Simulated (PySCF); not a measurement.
A structure optimised at ωB97X-D3(BJ)/def2-SVP, used in a PySCF frequency run:

```
Ga
H 1 1.5463
Br 1 2.2664 2 122.19
Br 1 2.2664 2 122.19 3 180.00
```
Charge 0, spin multiplicity 1.

Problem. Write its SMILES, formula and point group.

Solution. [Br][GaH][Br], Br2GaH, C2v

Problem. What are its rotational constants (standard atomic weights)?

Solution. 6.6075, 0.85967, 0.76070 GHz
